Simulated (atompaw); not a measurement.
# Pseudopotential generation for As (Z = 33): PAW (atompaw), PBE, scalar-relativistic.

arsenic (As), PAW, made with atompaw 4.2.0.5 (PBE, scalar-relativistic). Core [Ar], reference 3d10 4s1.5 4p3.5. Waves: 4s (bound): rc 1.60 bohr; 4s channel at -0.7 Ry: rc 1.60 bohr; 4p (bound): rc 1.60 bohr; 4p channel at 4.75 Ry: rc 1.60 bohr; 3d (bound): rc 0.75 bohr; 3d channel at 0.05 Ry: rc 0.75 bohr. Local part: ultrasoft scheme with l = 3 at 0 Ry, radius 1.25 bohr. Core correction: smooth core density matched at 1.10 bohr. Augmentation charge: besselshape compensation charge, radius 1.55 bohr; PAW radius 1.60 bohr; waves and projectors: custom rrkj gramschmidtortho.

Calculated quality:

```
Cutoffs needed                                           : 300 Ry and over 300 Ry (the cutoffs (Ry, on a coarse ladder) from which the occupation-weighted sum of valence levels, in a spherical-Bessel basis at the reference potential, stays within 10 and 1 mRy of its value at 400 Ry)
Ghost test                                               : no extra level below or beside the all-electron valence levels (s, p, d, f tested) (spherical-Bessel basis up to 400 Ry, 20 bohr box)
Lowest eigenvalue of the overlap operator                : 0.38 (s channel)
Overlap eigenvalues printed by atompaw (projector basis) : 0.171, 0.699, 2.05, 2.4, 4.29, 8.15
Share of each valence orbital outside the PAW sphere     : 4s 64 %, 4p 82 %, 3d 2 %
```

Generation and tests took about 5.6 s on one core of a shared server CPU.
